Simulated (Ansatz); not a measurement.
System: sum formula AlCl2F (charge 0, singlet). 
Structure (B3LYP-D3(BJ)/def2-TZVP (Ansatz, a first-principles code) minimum search):
```xyz
4

F     -0.1533     1.9825    -0.0112
Al    -0.0270     0.3494    -0.0020
Cl     1.8545    -0.5190    -0.0095
Cl    -1.7526    -0.7978     0.0169
```

Wanted: vertical triplet-singlet gap (E(triplet) - E(singlet); each state is the SCF solution reached for its spin; for the triplet T1 is 0.073), in eV. Cores are frozen in the correlated levels unless marked. UHF or UKS for open shells. No spin-orbit coupling. Non-relativistic. Basis-set limits of correlation are two-point, X^-3; Hartree-Fock from the larger set.

CCSD(T)/CBS(aug-cc-pV(T+d)Z,aug-cc-pV(Q+d)Z) (Ansatz) gives 7.37 eV.

**Question.** Another calculation gave 5.93 eV. Which level was it?
(A) SVWN5/def2-TZVPD (Ansatz)
(B) CAM-B3LYP/def2-TZVPD (Ansatz)
(C) B3LYP/def2-TZVPD (Ansatz)
(D) BHLYP/def2-TZVPD (Ansatz)

**Answer.** A, SVWN5/def2-TZVPD (Ansatz). The others give 6.96 (BHLYP), 6.80 (CAM-B3LYP), 6.36 (B3LYP) eV.
